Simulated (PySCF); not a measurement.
## How methods differ on the ionisation energy of Au⁺

Au⁺ [Xe] 4f14 5d10 (1S) → Au²⁺ [Xe] 4f14 5d9 (2D), as a difference of total energies. Computed with PySCF 2.14 in aug-cc-pwCVDZ-PP with ECP60MDF (6s6p5d3f, 70 functions), with a scalar-relativistic core potential. Correlated levels: valence and next inner shell: nothing frozen outside the core potential. The calculations carry no spin-orbit coupling.

| method | ionisation energy (eV) |
| --- | --- |
| UHF | 18.974 |
| MP2 (valence and next inner shell) | 20.731 |
| SCS-MP2 (valence and next inner shell) | 20.516 |
| CCSD (valence and next inner shell) | 20.333 |
| CCSD(T) (valence and next inner shell) | 20.423 |

Question: How much does correlation contribute at CCSD(T) (valence and next inner shell)?

Answer: 20.423 − (18.974) = 1.449 eV, measured against UHF.

The reference lies between the lowest fine-structure levels, while these numbers refer to the centres of the terms.

Errors of the correlated levels include the incompleteness of this basis.

For comparison: 20.203 ± 0.025 eV (measured; NIST Atomic Spectra Database, ionization energies).
